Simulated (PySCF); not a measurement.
PySCF 2.14 output of an unrestricted PBE calculation on a single atom or ion in aug-cc-pVTZ (8s7p5d3f2g, 93 functions), with the non-relativistic Hamiltonian (point nucleus):

```
SCF conv_tol = 1e-09
number electrons alpha = 15  beta = 10
    J. P. Perdew, K. Burke, and M. Ernzerhof.,  Phys. Rev. Lett. 77, 3865 (1996)
    J. P. Perdew, K. Burke, and M. Ernzerhof.,  Phys. Rev. Lett. 78, 1396 (1997)
    J. P. Perdew, K. Burke, and M. Ernzerhof.,  Phys. Rev. Lett. 77, 3865 (1996)
    J. P. Perdew, K. Burke, and M. Ernzerhof.,  Phys. Rev. Lett. 78, 1396 (1997)
cycle= 1 E= -1381.33485937678  delta_E= -0.0147  |g|= 0.0723  |ddm|= 1.02
cycle= 2 E= -1381.33447946805  delta_E= 0.00038  |g|= 0.0916  |ddm|= 0.209
cycle= 3 E= -1381.33576198687  delta_E= -0.00128  |g|= 0.00195  |ddm|= 0.13
cycle= 4 E= -1381.33576261833  delta_E= -6.31e-07  |g|= 0.000126  |ddm|= 0.00402
cycle= 5 E= -1381.33576262211  delta_E= -3.78e-09  |g|= 2.18e-05  |ddm|= 0.000495
cycle= 6 E= -1381.33576262221  delta_E= -9.62e-11  |g|= 3.14e-06  |ddm|= 3.14e-05
converged SCF energy = -1381.33576262221  <S^2> = 8.7504814  2S+1 = 6.0001605
```

The run itself started from symmetry-adapted Hartree-Fock orbitals and held the occupation by maximum overlap, on a logarithmic radial grid, so the iterations belong to that start.

Q: Which element, charge and spin multiplicity is this?

A: Co²⁺ (cobalt, charge +2), multiplicity 6; the state was [Ar] 3d6 4s1, high-spin 6D determinant (an excited configuration).
